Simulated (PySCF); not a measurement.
Species: C7H13FO2.
SMILES with atom numbers: `[CH3:1][CH2:2][O:3][C@@H:4]1[CH2:5][C@@H:6]1[C@H:7]([F:8])[O:9][CH3:10]` (hydrogens: H11, H12, H13 on C1; H14, H15 on C2; H16 on C4; H17, H18 on C5; H19 on C6; H20 on C7; H21, H22, H23 on C10)

Method: PBE0-D3(BJ)/def2-SVP geometry optimisation, gas phase in PySCF 2.14.0; density fitting, grid level 1; the optimiser is geomeTRIC in internal coordinates, started from a GFN2-xTB structure with every atom displaced at random (about 0.01 Å).

Step 1: E = -14254.9437 eV
```
atom  x, y, z in Å  |  force x, y, z in eV/Å
C1     -2.7837   -1.3482    1.0200    0.320  -0.102   0.349
C2     -2.1917   -0.1860    0.2674   -0.012   0.201  -0.165
O3     -1.2954   -0.6799   -0.7113   -0.386   0.057   0.265
C4     -0.7358    0.2975   -1.5019    0.444  -0.259  -0.025
C5      0.5428   -0.1201   -2.1353    0.085  -0.033  -0.122
C6      0.5632    0.9319   -1.0589   -0.047   0.106  -0.198
C7      1.1247    0.5728    0.2747    0.140  -0.076  -0.141
F8      0.5644    1.3864    1.2459   -0.005   0.118   0.088
O9      2.4837    0.7318    0.2633   -0.032   0.104  -0.009
C10     3.1196    0.3180    1.4425   -0.183  -0.176   0.190
H11    -2.0188   -1.8652    1.6355   -0.164   0.103  -0.247
H12    -3.5719   -1.0078    1.7016   -0.090   0.093   0.073
H13    -3.2239   -2.0744    0.3292   -0.035  -0.120  -0.139
H14    -2.9947    0.4005   -0.2302    0.067  -0.082   0.030
H15    -1.6610    0.5127    0.9431   -0.056  -0.070  -0.018
H16    -1.4386    0.9221   -2.0664   -0.089   0.035  -0.011
H17     0.8900   -1.1155   -1.8329   -0.047   0.080  -0.109
H18     0.7633    0.1500   -3.1737    0.008   0.052   0.150
H19     0.7721    1.9645   -1.3686   -0.080  -0.092   0.120
H20     0.8483   -0.4613    0.5520   -0.042  -0.067   0.047
H21     2.8343    0.9531    2.3012    0.040  -0.067  -0.066
H22     4.2008    0.3902    1.2853    0.086   0.012  -0.042
H23     2.8593   -0.7368    1.6853    0.077   0.182  -0.023
```

Step 2: E = -14254.9685 eV
```
atom  x, y, z in Å  |  force x, y, z in eV/Å
C1     -2.8471   -1.3332    1.0111   -0.015  -0.034   0.115
C2     -2.2526   -0.1837    0.2394    0.069   0.035  -0.089
O3     -1.3257   -0.7006   -0.6947   -0.072   0.049   0.020
C4     -0.7314    0.2637   -1.4832    0.148  -0.137   0.149
C5      0.5549   -0.1253   -2.1199   -0.028   0.008   0.016
C6      0.5562    0.9054   -1.0215    0.012   0.041  -0.132
C7      1.1527    0.5487    0.2998   -0.009  -0.036  -0.038
F8      0.5899    1.3442    1.2887   -0.048   0.010   0.024
O9      2.5045    0.7577    0.2668   -0.045  -0.003  -0.023
C10     3.1864    0.3417    1.4212    0.005  -0.048   0.022
H11    -2.0876   -1.8265    1.6384   -0.010   0.005  -0.067
H12    -3.6531   -0.9795    1.6717    0.017   0.002  -0.013
H13    -3.2645   -2.0825    0.3223   -0.004   0.007  -0.001
H14    -3.0460    0.3774   -0.2944    0.002  -0.023  -0.019
H15    -1.7489    0.5335    0.9124    0.012   0.015   0.016
H16    -1.4346    0.8980   -2.0415    0.021   0.022  -0.011
H17     0.9241   -1.1199   -1.8547   -0.009  -0.009  -0.007
H18     0.7761    0.1846   -3.1434   -0.016   0.035   0.010
H19     0.7373    1.9461   -1.3076   -0.014   0.016   0.036
H20     0.9112   -0.4969    0.5777   -0.017   0.007   0.025
H21     2.9026    0.9406    2.3023   -0.004   0.007  -0.013
H22     4.2604    0.4674    1.2314    0.000   0.002   0.002
H23     2.9861   -0.7245    1.6454    0.007   0.028  -0.019
```

Task: Estimate the geometry and energy of step 3. (The exact step hangs on the optimiser's Hessian estimate; all steps are aligned on step 2, rigid shifts and turns removed.)

Result: E = -14254.9709 eV, largest force 0.143 eV/Å
```
atom  x, y, z in Å  |  force x, y, z in eV/Å
C1     -2.7949   -1.3120    1.0436   -0.098   0.016  -0.039
C2     -2.2194   -0.1762    0.2351    0.024  -0.005   0.064
O3     -1.3119   -0.7111   -0.7040    0.057  -0.003  -0.096
C4     -0.7217    0.2489   -1.4998   -0.079   0.080  -0.039
C5      0.5654   -0.1136   -2.1486   -0.051  -0.071   0.113
C6      0.5533    0.9074   -1.0418   -0.021  -0.047  -0.001
C7      1.1208    0.5383    0.2873    0.099  -0.013  -0.041
F8      0.5299    1.3222    1.2714    0.004   0.018   0.022
O9      2.4708    0.7556    0.2831   -0.015  -0.021   0.037
C10     3.1366    0.3208    1.4405    0.054   0.026  -0.030
H11    -2.0159   -1.7991    1.6454    0.048  -0.032   0.025
H12    -3.5790   -0.9444    1.7236    0.036  -0.020  -0.017
H13    -3.2348   -2.0698    0.3762   -0.006   0.033   0.034
H14    -3.0229    0.3740   -0.2929   -0.022  -0.008  -0.029
H15    -1.6999    0.5508    0.8854   -0.030   0.013  -0.003
H16    -1.4331    0.8828   -2.0498    0.021  -0.014  -0.023
H17     0.9431   -1.1081   -1.8983    0.055  -0.014   0.003
H18     0.7800    0.2153   -3.1665   -0.042   0.020  -0.027
H19     0.7191    1.9543   -1.3111    0.000   0.028   0.028
H20     0.8757   -0.5106    0.5527    0.010   0.039  -0.004
H21     2.8306    0.8975    2.3279   -0.010   0.017   0.015
H22     4.2126    0.4637    1.2718   -0.021  -0.002   0.013
H23     2.9463   -0.7503    1.6365   -0.012  -0.039  -0.005
```

The energy changes by -0.0024 eV. The first-order estimate −F·Δx gives -0.0119 eV and the mean of the old and new forces, exact on a quadratic surface, -0.0026 eV. The step makes an angle of 83° with the force vector and moves no atom by more than 0.097 Å.

The cost below is that of the whole optimisation. On an Arm Neoverse V1 with one thread, no GPU, shared host with 32 logical CPUs at a one-minute load of 13, this took 3.2 min and 0.97 GiB of memory at its peak.
